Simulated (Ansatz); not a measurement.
Reaction (cleavage of the Si–Si bond): `Cl[SiH](Cl)[SiH](Cl)Cl` + NH₃ → `N[SiH](Cl)Cl` + dichlorosilane

Isolated molecules relaxed with PBE0-D4/def2-TZVP in Ansatz; ΔE leaves out vibrations. CCSD(T)/CBS is the MP2 limit (def2-TZVPP, def2-QZVPP) plus CCSD(T) − MP2 in def2-TZVPP, frozen cores. This one scheme is used for every species. DFT in def2-TZVPP. B3LYP here is the variant with VWN-RPA as its local correlation; programs differ in this. One conformer a species, not always the lowest.

`Cl[SiH](Cl)[SiH](Cl)Cl`:

Z-matrix (Å, degrees):
```
Si
Cl 1 2.042
Si 1 2.340 2 108.2
Cl 1 2.046 2 110.3 3 117.9
H 1 1.479 2 108.4 3 -123.8
Cl 3 2.042 1 108.2 2 55.5
Cl 3 2.046 1 108.0 2 -63.9
H 3 1.479 1 113.8 2 175.9
```

NH₃:

```xyz
4

N     0.187    0.096   -0.187
H    -0.006    0.779    0.535
H    -0.697   -0.133   -0.624
H     0.515   -0.742    0.277
```

`N[SiH](Cl)Cl`:

Cartesian coordinates in Å:
```
N 0.070 -1.042 -0.383
Si 0.046 0.597 0.035
Cl -1.810 1.317 -0.414
Cl 0.378 0.994 2.024
H -0.711 -1.640 -0.161
H 0.941 -1.550 -0.389
H 1.086 1.324 -0.712
```

`Cl[SiH2]Cl`:

```xyz
5

Cl   -1.249   -1.514    0.045
Si    0.113    0.005    0.084
Cl   -0.402    1.443   -1.269
H     1.432   -0.540   -0.291
H     0.106    0.606    1.431
```

| level | ΔE (kJ/mol) | difference from CCSD(T)/CBS |
| --- | --- | --- |
| r2SCAN-D4 | -69.9 | 2.4 |
| PBE0-D4 | -59.9 | 12.4 |
| ωB97X-V | -73.4 | -1.1 |
| ωB97M-V | -78.3 | -6.0 |
| r2SCAN | -72.2 | 0.1 |
| B3LYP | -78.7 | -6.4 |
| HF/def2-TZVPP | -98.2 | -25.9 |
| HF/def2-QZVPP | -99.4 | -27.1 |
| HF/CBS(def2) | -99.6 | -27.3 |
| MP2/CBS(def2) | -76.5 | -4.2 |
| CCSD(T)/CBS | -72.3 | 0 |

Largest T1 diagnostic among the species: 0.010.

In def2-TZVPP, CCSD(T) changes the Hartree–Fock value by +23.2 kJ/mol (the triples alone add +4.0 kJ/mol) and MP2 by +19.0 kJ/mol. From PBE to PBE0 (25 % exact exchange), in def2-TZVPP and without D4, ΔE moves by −7.9 kJ/mol. The D4 term adds +12.0 kJ/mol with B3LYP and +7.3 kJ/mol with PBE0; it sums over pairs of atoms, weighted by their polarisabilities, and B3LYP, whose exchange is more repulsive, gets the larger term.

CCSD(T)/CBS has its own doubt, a few kJ/mol and more with outer-core shells, so smaller differences from it don't rank the levels.
